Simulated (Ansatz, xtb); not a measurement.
## C6H7BO: which of two structures lies lower

Structure a is a singlet given by its coordinates and structure b is a singlet given by its coordinates. Both are isolated molecules in the gas phase, relaxed with B3LYP/def2-SVP.

a (Å):

```xyz
15

C    -1.6982    0.3278   -2.0054
C    -1.3987   -0.1356   -0.7279
C    -1.6807   -1.5211   -0.6803
C    -0.8998    0.9494    0.1247
C    -0.8893    2.0796   -0.6181
C    -1.3887    1.7939   -2.0215
B    -2.2245   -0.8898   -2.8551
O    -2.1267   -2.0147   -1.7697
H    -3.3937   -0.8209   -3.2077
H    -1.5149   -1.2234   -3.7940
H    -1.5583   -2.1982    0.1760
H    -0.5933    0.8595    1.1678
H    -0.5714    3.0666   -0.2776
H    -0.6404    2.0393   -2.7990
H    -2.2814    2.3916   -2.2871
```

Close contacts (Å): C1–C2 1.39, C1–C6 1.50, C1–B7 1.58, C2–C3 1.41, C2–C4 1.47, C3–O8 1.28, C4–C5 1.35, C5–C6 1.52, B7–O8 1.57, C3–H11 1.10, C4–H12 1.09, C5–H13 1.09, C6–H14 1.11, C6–H15 1.11, B7–H9 1.22, B7–H10 1.22.

b (Å):

```xyz
15

C    -1.1266    0.1618   -0.0593
C    -0.2870    0.2048   -1.1742
C    -0.7227   -0.7541   -2.1013
C     0.7836    1.2445   -1.0123
C     0.4416    1.7933    0.3521
C    -0.6463    1.1656    0.8772
B    -2.2135   -0.9551   -0.3219
O    -1.7497   -1.4294   -1.7387
H    -2.1615   -1.9184    0.4306
H    -3.3633   -0.5490   -0.4213
H    -0.2849   -0.9806   -3.0829
H     1.8091    0.8311   -1.0366
H     0.7533    2.0350   -1.7853
H     1.0116    2.5920    0.8326
H    -1.0897    1.3820    1.8505
```

Close contacts (Å): C1–C2 1.40, C1–C6 1.45, C1–B7 1.58, C2–C3 1.40, C2–C4 1.50, C3–O8 1.28, C4–C5 1.51, C5–C6 1.36, B7–O8 1.56, C3–H11 1.10, C4–H12 1.11, C4–H13 1.11, C5–H14 1.09, C6–H15 1.09, B7–H9 1.22, B7–H10 1.22.

Quicker runs give these differences E(b) − E(a): GFN2-xTB −0.059 eV; HF/STO-3G −0.095 eV (at GFN2-xTB geometries); r2SCAN-D4/def2-SVP −0.160 eV (at GFN2-xTB geometries).

Question: Estimate E(b) − E(a) at the level CCSD(T)/def2-SVP + ΔMP2/def2-TZVPP.

Answer: Calculated at CCSD(T)/def2-SVP + ΔMP2/def2-TZVPP: E(b) − E(a) = −0.124 eV, so structure b lies lower.

How the difference moves with the method:

```tsv
level	geometry	E(b) − E(a) (eV)	departure from the last row (eV)	job, with rough time for the two
GFN2-xTB	GFN2-xTB	−0.059	+0.065	optimisation, 0.62 s
HF/STO-3G	GFN2-xTB	−0.095	+0.029	single point, 0.7 s
r2SCAN-D4/def2-SVP	GFN2-xTB	−0.160	−0.036	single point, 9 s
B3LYP/def2-SVP	B3LYP/def2-SVP	−0.144	−0.020	optimisation, 73 s
HF/def2-SVP	B3LYP/def2-SVP	−0.143	−0.019	part of the CCSD(T) run
MP2/def2-SVP	B3LYP/def2-SVP	−0.119	+0.004	part of the CCSD(T) run
CCSD(T)/def2-SVP	B3LYP/def2-SVP	−0.114	+0.010	single point
CCSD(T)/def2-SVP + ΔMP2/def2-TZVPP	B3LYP/def2-SVP	−0.124		single point, 3.7 min
```

The levels shown agree on the order. The largest departure from CCSD(T)/def2-SVP + ΔMP2/def2-TZVPP is that of GFN2-xTB, 0.065 eV. The last row adds to CCSD(T) the change of the MP2 difference between the two basis sets, here −0.010 eV.

With thermal terms from frequencies at re-optimised GFN2-xTB minima (ideal gas, soft modes damped towards free rotors, one conformer each, 298.15 K, 1 atm): the zero-point term adds +0.004 eV; ΔH is −0.120 and ΔG −0.119 eV.

The T1 diagnostic of structure b is large, so the coupled-cluster value is less sure. The correlated steps freeze 8 core orbitals. Programs: Ansatz 0.2.0, xtb 6.7.1; the last row on 2 threads of Arm Neoverse V1 on a shared host.
